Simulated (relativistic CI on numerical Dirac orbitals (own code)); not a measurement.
Ir7+: 5p photoemission

Computed with this model: Dirac-Coulomb-Breit CI, KLI orbitals optimised for each configuration, model QED (radiative potential, 1s self-energy scaled to tabulated hydrogen-like ionisation energies), valence Slater integrals scaled by 0.8, multiplet model of photoemission in the sudden approximation; configurations [Xe] 4f14 5d2 → [Kr] 4d10 4f14 5s2 5p5 5d2; 300 K; Lorentzian 2.1 eV and Gaussian 0.6 eV FWHM. Energies are those of the free ion, without screening or charge transfer. The energies are binding energies and can lie tens of eV above those of solids. S is read from ⟨S²⟩ = S(S + 1).

Field parameters in Wybourne normalisation: Oh B⁴₀ = 21Dq, B⁴₄ = √(5/14) B⁴₀. The field is a parameter set, without covalency.

free ion: ground-state S = 0.91, centroid 160.90 eV. Peaks (eV, height): 154.8 (100), 162.4 (15), 171.6 (41), 179.0 (26).

Oh, 10Dq = 10000 cm⁻¹: ground-state S = 0.94, centroid 160.92 eV. Peaks (eV, height): 155.0 (100), 162.8 (16), 171.6 (43), 179.0 (23).

Oh, 10Dq = 27550 cm⁻¹: ground-state S = 0.94, centroid 160.96 eV. Peaks (eV, height): 153.8 (97), 155.2 (100), 164.4 (15), 171.4 (47), 179.8 (17).

Strongest unbroadened transitions for free ion:

```csv
Energy (eV),Relative strength
153.10,30.5
153.33,51.3
154.18,61.9
155.02,100.0
155.12,25.6
155.73,23.4
156.46,1.7
156.56,13.2
157.35,7.7
158.93,2.1
161.85,9.8
162.71,16.9
164.69,2.5
165.63,7.1
171.61,82.6
172.11,1.0
172.44,2.7
179.03,52.0
```
